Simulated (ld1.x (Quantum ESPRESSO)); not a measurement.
Values are calculated unless marked as measured or tabulated.
**Potentials for antimony (Sb) compared**

Generated with ld1.x 7.5 (TM, RRKJ, ultrasoft, PAW), atompaw 4.2 or ONCVPSP 4.0.1. The cutoff is in Ry: for ld1.x and atompaw files where the sum of valence levels is converged to 10 mRy in a Bessel basis, for ONCV files where the hardest occupied wave has 1 mHa per electron of residual kinetic energy. The error is the largest all-electron minus pseudo excitation energy over each file’s own four to seven test configurations (ionisations up to +4, promotions, holes and added fractions of an electron), all of which were solved. The labels leave out finer settings (local radius, basis sizes, second energies), which also bear on the numbers. Spin-polarised tests are not counted. The rows are a selection from randomly drawn settings: files with unsolved tests, undetermined cutoffs or missed reference levels are left out.

A true bound ghost makes a file unfit for plane-wave use even where its test errors are small: the radial tests pick states by their node count and pass the ghost by.

```csv
potential,cutoff (Ry),largest error (meV),bound ghosts
"TM, LDA (PZ), fully relativistic, rc 2.00/1.60/2.15 (spd), local s, core correction no, reference 5s2 5p3",60,+473,"p3/2, p1/2, d3/2, d5/2"
"TM semilocal, LDA (PZ), scalar-relativistic, rc 1.70/2.30/2.50 (spd), local s, core correction no, reference 5s2 5p2",30,+461,none
"TM, LDA (PZ), scalar-relativistic, rc 1.40/2.00/0.90 (spd), local s, core correction yes, reference 4d10 5s1 5p4",140,-55,none
"TM, PBE, scalar-relativistic, rc 1.90/2.05/1.65 (spd), local p, core correction yes, reference 5s2 5p2",25,-363,d
"TM semilocal, PBEsol, scalar-relativistic, rc 1.95/2.00/1.20 (spd), local d, core correction yes, reference 4d10 5s2 5p1",110,-421,none
"TM semilocal, LDA (PZ), scalar-relativistic, rc 1.90/2.35/1.25 (spd), local p, core correction yes, reference 4d10 5s2 5p3",100,-215,none
```

Problem. Fill in the row for Sb: RRKJ, LDA (PZ), scalar-relativistic, rc 1.65/1.65/1.55 (spd), local d, core correction no, reference 5s2 5p3.

Solution. cutoff 45 Ry, largest error +433 meV, bound ghosts: s, p.

Problem. Fill in the row for Sb: TM, PBE, scalar-relativistic, rc 1.85/2.30/2.25 (spd), local s, core correction no, reference 5s2 5p2.

Solution. cutoff 25 Ry, largest error +24 meV, bound ghosts: none.
